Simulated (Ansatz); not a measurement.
Geometry optimisation, DFT PBE, scalar-relativistic, plane waves, PAW (Ansatz 0.2.0).

input.yaml

```yaml
crystal:
  lattice:
    - [0.0, 5.43, 5.43]
    - [5.43, 0.0, 5.43]
    - [5.43, 5.43, 0.0]
  atoms:
    - { symbol: Si, position: [0.0, 0.0, 0.0] }
    - { symbol: Si, position: [0.125, 0.125, 0.125] }
    - { symbol: Si, position: [0.0, 0.0, 0.5] }
    - { symbol: Si, position: [0.125, 0.125, 0.625] }
    - { symbol: Si, position: [0.0, 0.5, 0.0] }
    - { symbol: Si, position: [0.125, 0.625, 0.125] }
    - { symbol: Si, position: [0.0, 0.5, 0.5] }
    - { symbol: Si, position: [0.125, 0.625, 0.625] }
    - { symbol: Si, position: [0.5, 0.0, 0.0] }
    - { symbol: Si, position: [0.625, 0.125, 0.125] }
    - { symbol: Si, position: [0.5, 0.0, 0.5] }
    - { symbol: Si, position: [0.625, 0.125, 0.625] }
    - { symbol: Si, position: [0.5, 0.5, 0.0] }
    - { symbol: Si, position: [0.625, 0.625, 0.125] }
    - { symbol: Si, position: [0.5, 0.5, 0.5] }
    - { symbol: Si, position: [0.625, 0.625, 0.625] }
    - { symbol: C, position: [0.811299, 0.8086608, 0.3101588], spin: 1.0 }
magnetization:
  spin_polarized: true
basis:
  ecutwfc: 420.0
kpoints:
  mp_grid: { grid: [2, 2, 2] }
hamiltonian:
  xc: pbe
  pseudopotentials: { kind: paw, azcp: { folder: soft_1 } }
scf:
  occupations: { method: gaussian, width: 0.05 }
  lower_state_search: "off"
relax:
  f_tol: 0.03
  max_steps: 60
  adjacent_minimum: "off"
```

Launched with:

```bash
$ ansatz run input.yaml --threads 2 --pin off --max-ram 5120MiB --backend cpu --events-out ev --progress --plain --runs-dir out
```

Question: Where does it end, and by what steps?

Answer: It converged. After 20 steps the energy has fallen by 0.986 eV; C17 moved furthest, 0.78 Å.

```json
{"step": "0", "energy less start (eV)": "0.0000", "largest force component (eV/Å)": "0.485", "accepted": "yes"}
{"step": "1", "energy less start (eV)": "-0.1224", "largest force component (eV/Å)": "0.209", "accepted": "yes"}
{"step": "2", "energy less start (eV)": "-0.1404", "largest force component (eV/Å)": "0.078", "accepted": "yes"}
{"step": "3", "energy less start (eV)": "-0.1445", "largest force component (eV/Å)": "0.075", "accepted": "yes"}
{"step": "4", "energy less start (eV)": "-0.1486", "largest force component (eV/Å)": "0.145", "accepted": "yes"}
{"step": "5", "energy less start (eV)": "-0.1590", "largest force component (eV/Å)": "0.259", "accepted": "yes"}
{"step": "6", "energy less start (eV)": "-0.2402", "largest force component (eV/Å)": "0.530", "accepted": "yes"}
{"step": "7", "energy less start (eV)": "-0.5105", "largest force component (eV/Å)": "0.519", "accepted": "yes"}
{"step": "8", "energy less start (eV)": "-0.6683", "largest force component (eV/Å)": "0.438", "accepted": "yes"}
{"step": "9", "energy less start (eV)": "-0.9097", "largest force component (eV/Å)": "0.285", "accepted": "yes"}
{"step": "10", "energy less start (eV)": "-0.9252", "largest force component (eV/Å)": "0.287", "accepted": "yes"}
{"step": "11", "energy less start (eV)": "-0.9500", "largest force component (eV/Å)": "0.242", "accepted": "yes"}
{"step": "12", "energy less start (eV)": "-0.9215", "largest force component (eV/Å)": "0.634", "accepted": "no"}
{"step": "13", "energy less start (eV)": "-0.9731", "largest force component (eV/Å)": "0.191", "accepted": "yes"}
{"step": "14", "energy less start (eV)": "-0.9706", "largest force component (eV/Å)": "0.160", "accepted": "no"}
{"step": "15", "energy less start (eV)": "-0.9824", "largest force component (eV/Å)": "0.041", "accepted": "yes"}
{"step": "16", "energy less start (eV)": "-0.9842", "largest force component (eV/Å)": "0.051", "accepted": "yes"}
{"step": "17", "energy less start (eV)": "-0.9762", "largest force component (eV/Å)": "0.138", "accepted": "no"}
{"step": "18", "energy less start (eV)": "-0.9852", "largest force component (eV/Å)": "0.032", "accepted": "yes"}
{"step": "19", "energy less start (eV)": "-0.9847", "largest force component (eV/Å)": "0.049", "accepted": "no"}
{"step": "20", "energy less start (eV)": "-0.9857", "largest force component (eV/Å)": "0.013", "accepted": "yes"}
```

```xyz
17
Lattice="0.0000 5.4300 5.4300 5.4300 0.0000 5.4300 5.4300 5.4300 0.0000" Properties=species:S:1:pos:R:3
Si 0.264 0.169 -0.431
Si 1.342 1.401 1.231
Si 2.883 2.753 0.057
Si 4.390 4.142 1.245
Si 2.562 -0.099 2.519
Si 3.842 1.120 3.956
Si 5.490 3.112 3.014
Si 6.957 4.280 4.313
Si -0.008 2.648 2.684
Si 1.477 3.858 4.032
Si 2.892 5.209 2.704
Si 4.068 6.735 4.055
Si 2.608 2.462 5.542
Si 4.005 3.926 6.740
Si 5.343 5.430 5.523
Si 6.610 6.499 7.142
C 5.651 6.744 8.771
```

Whether the end is a true minimum wasn't checked by a vibrational analysis.

Run time: 4.2 min on 2 threads of AMD EPYC 7R43 64-Core Processor (Zen 3), with other jobs on the host, peak memory 0.72 GiB.
